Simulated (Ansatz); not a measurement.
`C[Se]B1CO1` + PH₃ → `C[Se]P` + `B1CO1`  (ligand exchange at the Se–B bond)

Gas-phase electronic energies from Ansatz, PBE0-D4/def2-TZVP geometries. CCSD(T)/CBS is the MP2 limit (def2-TZVPP, def2-QZVPP) plus CCSD(T) − MP2 in def2-TZVPP, frozen cores. This one scheme is used for every species. Functionals use def2-TZVPP. B3LYP here is the variant with VWN-RPA as its local correlation; programs differ in this. For Se outer-core shells are correlated without core-valence functions, which leaves a few kJ/mol of doubt a bond. Scalar relativity is left out up to krypton. Each species was taken in one conformer, which may not be the lowest.

(1) Is it downhill or uphill in electronic energy at CCSD(T)/CBS, and by how much? (Best estimate.)

(2) What do these levels give: B3LYP-D4, CCSD(T)/def2-TZVPP, HF/def2-QZVPP, SCS-MP2/def2-QZVPP, MP2/CBS(def2), CCSD/CBS(def2)? (Estimate.)

Largest T1 diagnostic among the species: 0.016.

## Answers

(1) Ansatz gave: Uphill: ΔE = +0.45 eV.

(2) Ansatz gave: B3LYP-D4 0.43, CCSD(T)/def2-TZVPP 0.53, HF/def2-QZVPP 0.39, SCS-MP2/def2-QZVPP 0.45, MP2/CBS(def2) 0.45, CCSD/CBS(def2) 0.44 eV.

In def2-TZVPP, CCSD(T) changes the Hartree–Fock value by +0.12 eV (the triples alone add +0.01 eV) and MP2 by +0.12 eV.
